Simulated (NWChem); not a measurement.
Species: SiH$_{4}$TeO; SMILES O[Te][SiH3]

```xyz
7

Te     0.3271     0.5041    -0.0045
O     -1.6390     0.9496    -0.0671
H     -1.9180     1.0364     0.8538
Si    -0.1053    -1.9638    -0.0054
H      1.2361    -2.6228     0.0304
H     -0.8448    -2.3697    -1.2349
H     -0.8954    -2.3595     1.1979
```
Atoms are numbered in this order, from 1.

Geometry: optimised at PBE0/def2-SVP. No frequency run checked for a minimum. def2 effective core potentials on Te; no spin-orbit coupling.

Task: List the 4 lowest vertical singlet excitations from B3LYP/def2-SVPD with def2 effective core potentials on Te, TDA (NWChem).

Result: 
```tsv
state	energy (eV)	oscillator strength	leading excitation (squared amplitude)
S1	2.88	0.002	HOMO → LUMO (0.99)
S2	4.23	0.002	HOMO−1 → LUMO (0.97)
S3	4.58	0.011	HOMO → LUMO+1 (0.99)
S4	5.33	0.048	HOMO → LUMO+2 (0.99)
```
